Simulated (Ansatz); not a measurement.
`C=C=C(N)[SiH3]` → `C=C=CN` + `[SiH2]` at 298.15 K and 1 bar (silylene formation by 1,1-elimination).

Gas-phase electronic energies from Ansatz, PBE0-D4/def2-TZVP geometries. CCSD(T)/CBS adds triple-zeta CCSD(T) − MP2 to the extrapolated MP2 energy (def2 sets, frozen cores). This one scheme is used for every species. One conformer a species, not always the lowest.

```tsv
species	CCSD(T)/CBS energy (Eh)	H − E (kJ/mol)	S (J/(mol·K))
`C=C=C(N)[SiH3]`	-462.07716	254.2	341.2
`C=C=CN`	-171.79482	208.6	285.5
`[SiH2]`	-290.19011	40.6	207.5
```

H − E and S are ideal-gas, rigid-rotor, harmonic terms from PBE0-D4/def2-TZVP, for one conformer and one mirror image of each species. 1 Eh = 2625.50 kJ/mol, R = 8.31446 J/(mol·K).

Question: By hand: ΔE, ΔH, ΔS and ΔG.

Answer: ΔE = (-171.79482) + (-290.19011) − (-462.07716) = 0.09223 Eh = 242.1 kJ/mol. Δ(H − E) = 208.6 + 40.6 − 254.2 = -5.0, so ΔH = 237.1 kJ/mol. ΔS = 285.5 + 207.5 − 341.2 = 151.8 J/(mol·K). ΔG = 237.1 − 298.15 × (151.8)/1000 = 191.8 kJ/mol.

Question: By hand: the equilibrium constant, and the temperature at which ΔG would vanish if ΔH and ΔS stayed fixed.

Answer: log₁₀ K = −ΔG/(RT ln 10) = -33.6. ΔG = 0 at ΔH/ΔS = 1562 K.

The number of gas molecules changes by +1, which sets the sign of ΔS. A doubt of 5 kJ/mol in ΔE shifts log₁₀ K by 0.9 here. Other conformers and mirror images would add mixing entropy, several J/(mol·K) or more a flexible species. These are equilibria of isolated gas molecules and say nothing of rates. Largest T1 diagnostic: 0.014 (customary marks: 0.02 for closed shells, 0.045 for open ones).
